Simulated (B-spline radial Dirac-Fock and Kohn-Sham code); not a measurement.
# Subshell photoionisation cross sections of I⁻ against photon energy

System: I⁻, [Kr] 4d10 5s2 5p6, inside a Watson sphere of charge +1 and radius 2.64 Å (a model of the Madelung potential; inside it an electron's potential energy is lowered by 5.5 eV).

Method: Dirac-Hartree-Slater photoionisation with all multipoles and Dirac-Fock thresholds. Computed with an atomic code on a B-spline grid. Values are in kb; a dash marks an energy below the computed threshold. Values for outer subshells far above threshold carry numerical ripple of a few per cent.

```tsv
hν (eV)	1s	2p3/2	3p1/2	3d3/2	4p3/2
384	–	–	–	–	224
1360	–	–	80.3	239	36.3
2000	–	–	44.1	80.2	17.4
2480	–	–	29.8	42.1	11.3
2560	–	–	28.1	38.1	10.5
4530	–	–	8.37	5.98	2.92
9251.7	–	15.4	1.43	0.470	0.470
30000	–	0.380	0.0476	0.00458	0.0144
59318.2	1.34	0.0378	0.00545	0.000272	0.00152
81200	0.561	0.0127	0.00196	7.36e-05	0.000526
150000	0.0984	0.00153	0.000265	6.00e-06	6.49e-05
173000	0.0655	0.000939	0.000167	3.40e-06	4.02e-05
```

At 173000 eV the multipoles beyond E1 give 35.8 % of 1s, 51.0 % of 2p3/2, 53.0 % of 3p1/2, 71.0 % of 3d3/2, 50.5 % of 4p3/2.
